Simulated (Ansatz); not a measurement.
Correlation energies of `B[CH2][SnH3]` by basis set

| atom | x (Å) | y (Å) | z (Å) |
| --- | --- | --- | --- |
| B1 | -0.0935 | 0.4327 | -1.4387 |
| C2 | 0.2835 | -0.8015 | -0.6479 |
| Sn3 | -0.0900 | 0.1417 | 1.3115 |
| H4 | -1.2353 | 0.6324 | -1.7487 |
| H5 | 0.7263 | 1.2745 | -1.6816 |
| H6 | 1.3307 | -1.0963 | -0.5891 |
| H7 | -0.3887 | -1.6588 | -0.6470 |
| H8 | -1.2885 | -0.7835 | 2.0931 |
| H9 | -0.6219 | 1.7563 | 1.1715 |
| H10 | 1.3773 | 0.1024 | 2.1769 |

Total charge 0; spin multiplicity 1. Correlated methods include outer-core shells of Sn, which these sets cover unevenly. Sn: def2 effective core potential. Geometry: relaxed with PBE0-D4/def2-TZVP. Frozen core, restricted reference, Ansatz 0.2.0.

| basis | HF (Eh) | MP2 corr. | CCSD corr. | (T) | CCSD(T) total |
| --- | --- | --- | --- | --- | --- |
| def2-SVP | -279.87815 | -0.35532 | -0.40686 | -0.01183 | -280.29684 |
| def2-TZVPP | -279.96138 | -0.62650 | -0.66113 | -0.02149 | -280.64400 |
| def2-QZVPP | -279.96657 | -0.85583 | – | – | – |
